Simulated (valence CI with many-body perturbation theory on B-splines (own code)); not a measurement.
Results of a calculation; reference values are marked as such.
**Rh³⁸⁺ in three bases**

Level of theory: relativistic CI+MBPT: five valence electrons over a frozen Dirac-Fock core [He], a basis of 9 s, 9 p, 8 d, 6 f, 3 g, 1 h functions for each j, with the one-electron correlation potential Σ1 (screened to all orders), the two-electron term Σ2, the three-electron term Σ3, Breit, model QED; selected single and double excitations, second order for the rest, scaled by the run's own slope (own B-spline code, finite nucleus).

The last digits are not significant, and no measured levels were compared; by estimate large intervals hold to a few tenths of a per cent, small ones and those within an open d or f shell to about a per cent. Among the levels kept, up to 5100 cm⁻¹ of a level comes from second order outside the variational space, and about a tenth of that is noise between levels of different J, which matters for small intervals.

The reference run has the lowest level (2s^2 2p1/2^2 2p3/2) J=3/2 and an ionisation energy of 5597.85 eV. Its largest variational space holds 27409 state functions.

Levels are named by their leading jj configuration (3d3/2^4 stands for four electrons in 3d with j = 3/2), which in mixed levels can hold well under half, so a name can repeat and another be missing. Letters in brackets count levels of one name in rising energy.

Changed runs:
A. basis 6 s, 6 p, 5 d, 3 f, 1 g
B. basis 5 s, 5 p, 4 d, 2 f

Excitation energies of the reference run in cm⁻¹, and shifts in cm⁻¹:

| Level | Reference | A | B |
| --- | --- | --- | --- |
| (2s^2 2p1/2 2p3/2^2) J=3/2 | 1105420 | -47 | -208 |
| (2s^2 2p1/2 2p3/2^2) J=5/2 | 1242960 | +110 | +219 |
| (2s^2 2p1/2 2p3/2^2) J=1/2 | 1431690 | +82 | +301 |
| (2s 2p1/2^2 2p3/2^2) J=5/2 | 2475400 | -51 | -188 |
| (2s^2 2p3/2^3) J=3/2 | 2543130 | +44 | +104 |
| (2s 2p1/2^2 2p3/2^2) J=1/2 | 2895940 | +25 | +209 |
| (2s 2p1/2^2 2p3/2^2) J=3/2 | 2905650 | +73 | +261 |
| (2s 2p1/2 2p3/2^3) J=3/2 [a] | 3737680 | -34 | -98 |
| (2s 2p1/2 2p3/2^3) J=5/2 | 3947170 | +128 | +332 |
| (2s 2p1/2 2p3/2^3) J=1/2 | 4160280 | +65 | +263 |
| (2s 2p1/2 2p3/2^3) J=3/2 [b] | 4256640 | +179 | +564 |
| (2s 2p3/2^4) J=1/2 | 5411960 | +92 | +381 |
| Ionisation energy (eV) | 5597.85 | -0.028 | -0.12 |
